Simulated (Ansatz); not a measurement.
C2H8N, charge +1, singlet, geometry from GFN2-xTB. Base run: SVWN5/6-31G* (Ansatz, a first-principles code).

Geometry (Å):
```xyz
11

C      1.1363     0.5180    -0.1714
N      0.1122    -0.5348    -0.0084
C     -1.2475     0.0122     0.1797
H      2.1208     0.0751    -0.3069
H      0.9034     1.1304    -1.0405
H      1.1558     1.1559     0.7103
H      0.3555    -1.1185     0.8022
H      0.1190    -1.1424    -0.8377
H     -1.9701    -0.7929     0.2956
H     -1.2750     0.6401     1.0683
H     -1.5274     0.6146    -0.6825
```
Charge +1, spin multiplicity 1.
All else is at Ansatz's defaults.
Base energy -134.29037 Eh.

Each row names what was changed in the base input (with any setting that the change needs).

```json
[
 {"change": "base", "ΔE vs base (mEh)": "0.000"},
 {"change": "final_grid = 4, 8, 17", "ΔE vs base (mEh)": "-0.394"},
 {"change": "lower_state_search = full", "ΔE vs base (mEh)": "0.000"},
 {"change": "final_grid = 14, 28, 59", "ΔE vs base (mEh)": "0.000"},
 {"change": "point_charge = charge:-1.0 position_ang:3.7515, 2.9493, 2.0021", "ΔE vs base (mEh)": "-102.5"},
 {"change": "lower_state_search = off", "ΔE vs base (mEh)": "0.000"},
 {"change": "point_charge = charge:1.0 position_ang:4.6164, 2.2881, -0.38", "ΔE vs base (mEh)": "100.4"},
 {"change": "final_grid = 6, 12, 29", "ΔE vs base (mEh)": "0.007"},
 {"change": "point_charge = charge:0.5 position_ang:3.8568, -0.0991, 3.4039", "ΔE vs base (mEh)": "51.049"},
 {"change": "fitting.mean_field = cc-pVTZ-JKFIT", "ΔE vs base (mEh)": "-0.050"},
 {"change": "lower_state_search = light", "ΔE vs base (mEh)": "0.000"}
]
```
